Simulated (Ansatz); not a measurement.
CdClHO (`[OH][Cd][Cl]`), relaxed with RKS PBE-D4/def2-SVP in the Gaussian-basis code of Ansatz from a rough embedded geometry. The force threshold is 0.03 eV/Å; the program also tests the step.

Total charge 0; spin multiplicity 1. Cd takes the def2 core potential.

Start:

```xyz
4

O     0.472    0.945   -0.961
Cd   -0.713   -0.270   -0.127
Cl   -0.855   -1.319    1.425
H     1.096    0.644   -0.337
```

| step | energy (eV) | largest force (eV/Å) | largest move (Å) |
| --- | --- | --- | --- |
| 1 | -19135.3322 | 9.869 | 0.000 |
| 2 | -19137.6290 | 1.706 | 0.195 |
| 3 | -19138.1432 | 0.923 | 0.197 |
| 4 | -19138.3864 | 0.756 | 0.200 |
| 5 | -19138.5117 | 0.872 | 0.191 |
| 6 | -19138.5380 | 0.503 | 0.200 |
| 7 | -19138.5707 | 0.056 | 0.068 |
| 8 | -19138.5708 | 0.021 | 0.002 |

End:

```xyz
4

O     0.446    0.947   -1.069
Cd   -0.371   -0.306    0.229
Cl   -1.449   -1.744    1.645
H     1.374    1.103   -0.806
```

Hardware: 2 threads of a server CPU on a shared host. Wall time 10 s, peak host memory 0.13 GiB.
